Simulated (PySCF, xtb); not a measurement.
BClFHS, SMILES FB(S)Cl.

Geometry optimised at B3LYP-D3(BJ)/def2-SVP. The values are those of a single conformer.

The numbers are results of IEF-PCM-ωB97X/def2-SVP in PySCF 2.14.0, not measurements.

The values are the electrostatic part of the solvation free energy, E(continuum) − E(gas) at the gas-phase geometry, in a cavity of scaled van der Waals radii (PySCF's table); cavitation and dispersion terms are not included. In vacuum the orbital gap is 12.58 eV. The dipole moment in vacuum is 1.29 D.

Question: Estimate the values in water (ε = 78.36), ethylethanoate (ε = 5.99), 2-propanol (ε = 19.26). (The exact figures need the calculation; the answer reports its results.)

Answer: 
| solvent | ε | ΔG(elec) (kcal/mol) | dipole (D) | gap (eV) |
|---|---|---|---|---|
| water | 78.36 | -2.4 | 1.72 | 12.55 |
| ethylethanoate | 5.99 | -1.8 | 1.61 | 12.55 |
| 2-propanol | 19.26 | -2.2 | 1.69 | 12.55 |

For comparison, GFN2-xTB/ALPB(water) (xtb, at the GFN2-xTB geometry, all terms of that model) gives -2.2 kcal/mol.
